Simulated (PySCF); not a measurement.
Isomers of C6H15NOSi, mass 145.092 u with the commonest isotopes. Method used: PBE0/pcSseg-1 in PySCF (dipole) on a GFN2-xTB geometry, gas phase. One conformer each, none proved a minimum here; rigid rotors.

Problem. Order these by radius of gyration √(Σ m r²/M), smallest first.
A. `[CH3:1]/[CH:2]=[CH:3]/[Si@H:4]([CH2:5][O:6][CH3:7])[NH:8][CH3:9]` with C2–C3–Si4–C5 -104°, C3–Si4–C5–O6 -174°, Si4–C5–O6–C7 -178°, C3–Si4–N8–C9 -60°
B. `[CH3:1][Si:2]1([CH3:3])[CH2:4][C@@H:5]([CH2:6][NH2:7])[CH2:8][O:9]1` with C4–C5–C6–N7 -66°, C5–C6–N7–H 59° and -59°, C1–Si2–C4–C5 133°, Si2–C4–C5–C6 -156°, C4–C5–C8–O9 39°, C5–C8–O9–Si2 -26°
C. `[CH3:1][CH2:2][CH2:3]/[C:4](=[N:5]/[SiH3:6])[C@H:7]([CH3:8])[OH:9]` with C1–C2–C3–C4 -69°, C2–C3–C4–N5 93°, C3–C4–C7–C8 -91°, C4–C7–O9–H -56°

Solution. C (2.271 Å), B (2.312 Å), A (2.651 Å).

Problem. Order these by rotational constant B, largest first.
A. `[CH3:1]/[CH:2]=[CH:3]/[Si@H:4]([CH2:5][O:6][CH3:7])[NH:8][CH3:9]` with C2–C3–Si4–C5 -104°, C3–Si4–C5–O6 -174°, Si4–C5–O6–C7 -178°, C3–Si4–N8–C9 -60°
B. `[CH3:1][Si:2]1([CH3:3])[CH2:4][C@@H:5]([CH2:6][NH2:7])[CH2:8][O:9]1` with C4–C5–C6–N7 -66°, C5–C6–N7–H 59° and -59°, C1–Si2–C4–C5 133°, Si2–C4–C5–C6 -156°, C4–C5–C8–O9 39°, C5–C8–O9–Si2 -26°
C. `[CH3:1][CH2:2][CH2:3]/[C:4](=[N:5]/[SiH3:6])[C@H:7]([CH3:8])[OH:9]` with C1–C2–C3–C4 -69°, C2–C3–C4–N5 93°, C3–C4–C7–C8 -91°, C4–C7–O9–H -56°

Solution. C (1013 MHz), B (767.0 MHz), A (670.1 MHz).

Problem. Order these by rotational constant A, largest first.
A. `[CH3:1][CH2:2][CH2:3]/[C:4](=[N:5]/[SiH3:6])[C@H:7]([CH3:8])[OH:9]` with C1–C2–C3–C4 -69°, C2–C3–C4–N5 93°, C3–C4–C7–C8 -91°, C4–C7–O9–H -56°
B. `[CH3:1][Si:2]1([CH3:3])[CH2:4][C@@H:5]([CH2:6][NH2:7])[CH2:8][O:9]1` with C4–C5–C6–N7 -66°, C5–C6–N7–H 59° and -59°, C1–Si2–C4–C5 133°, Si2–C4–C5–C6 -156°, C4–C5–C8–O9 39°, C5–C8–O9–Si2 -26°
C. `[CH3:1]/[CH:2]=[CH:3]/[Si@H:4]([CH2:5][O:6][CH3:7])[NH:8][CH3:9]` with C2–C3–Si4–C5 -104°, C3–Si4–C5–O6 -174°, Si4–C5–O6–C7 -178°, C3–Si4–N8–C9 -60°

Solution. B (2442 MHz), C (1744 MHz), A (1567 MHz).

```
                   SMILES  point group  Ia (u·Å²)  Ib (u·Å²)  Ic (u·Å²)      κ  μa (D)  μb (D)  μc (D)
CCC/C(=N/[SiH3])[C@H](C)O           C1     322.49     498.88     674.80  -0.35    1.76    1.91    0.61
  C[Si]1(C)C[C@@H](CN)CO1           C1     206.99     658.89     685.60  -0.96    0.62    1.28    0.09
      C/C=C/[Si@H](COC)NC           C1     289.80     754.18     995.39  -0.74    0.38    0.62    0.57
```
